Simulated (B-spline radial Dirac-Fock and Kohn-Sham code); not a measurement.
**Run log: F⁴⁺**

ΔSCF core binding energies without Breit or QED terms, calculated with a B-spline atomic structure program. Keys: rel is the Hamiltonian (dirac, or spin-free x2c and nr, where L3 and M5 stand for the whole 2p and 3d shells), method is hf or an exchange,correlation pair (spin-unpolarised, also for the hole states), nuc the nuclear model, radius_factor scales its radius, rmax is the box in bohr, h the logarithmic mesh step, order the B-spline order, points the quadrature points per cell, c_factor scales the speed of light, and damp, ndamp, maxit and tol steer the iteration. The run stops when the commutator error falls below 10·tol·max(1, Z/10), or the numerical noise floor, and the energy has settled to about 1e-8 Ha; the virial ratio is −V/T.

Input (task.json):

```json
{"items": [{"Z": 9, "q": 4, "cfg": [[1, 0, 2], [2, 0, 2], [2, 1, 1]], "A": 19, "rrms": 2.8976, "do": "settings", "holes": ["K", "L3", "M5"],
  "settings": [{"rel": "dirac", "method": "hf", "nuc": "fermi", "radius_factor": 1.0, "rmax": 45.0, "h": 0.3, "order": 8, "points": 10, "c_factor": 1.0, "maxit": 60, "damp": 0.5, "ndamp": 3, "tol": 1e-08, "cfg": "1s2 2s2 2p7"}]}]}
```

Command: `python xray2_run.py task.json out`

The program stops without a result: overfilled shell.

Q: One setting is unsound. Which, and why?

A: cfg puts more electrons in a shell than it can hold. With the default settings (Dirac Hartree-Fock): The ground state converged in 8 iterations, with total energy -92.22034 Ha, virial ratio 1.99797 and highest orbital energy -114.70 eV. ΔSCF binding energies: K (1s) 825.4 eV. Holes are computed only in closed shells, and unreliable hole states are left out.
